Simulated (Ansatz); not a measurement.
Species: ethenyl(trifluoro)silane, C2H3F3Si (charge 0, singlet). 
Structure (B3LYP-D3(BJ)/def2-TZVP (Ansatz, an electronic-structure program) minimum search):
```
C
C 1 1.3320
H 2 1.0838 1 121.92
H 2 1.0842 3 116.21 1 180.00
H 1 1.0864 2 118.88 3 180.00
Si 1 1.8270 5 118.59 2 180.00
F 6 1.5835 1 112.07 5 -59.72
F 6 1.5835 7 106.32 1 -122.76
F 6 1.5836 7 107.69 8 -115.20
```

Quantity: vertical triplet-singlet gap (E(triplet) - E(singlet); each state is the SCF solution reached for its spin), in kJ/mol. Correlated levels leave the core frozen unless marked. Open shells are spin-unrestricted. Spin-orbit coupling is left out. No relativistic terms. CBS marks a two-point X^-3 extrapolation of the correlation energy; Hartree-Fock from the larger set. [CCSD(T)-MP2]/basis is that difference in the basis named.

| level | program | vertical triplet-singlet gap (kJ/mol) |
|---|---|---|
| PBE/def2-TZVPD | Ansatz | 420.7 |
| PBE0/def2-TZVPD | Ansatz | 401.7 |
| wB97X-V/def2-TZVPD | Ansatz | 425.6 |
| CCSD/aug-cc-pV(D+d)Z | Ansatz | … |
| RI-MP2/CBS(aug-cc-pV(T+d)Z,aug-cc-pV(Q+d)Z)+[CCSD(T)-MP2]/aug-cc-pV(T+d)Z | Ansatz | 434.3 |

What belongs in the gaps?


- CCSD/aug-cc-pV(D+d)Z, vertical triplet-singlet gap (kJ/mol): 419.8
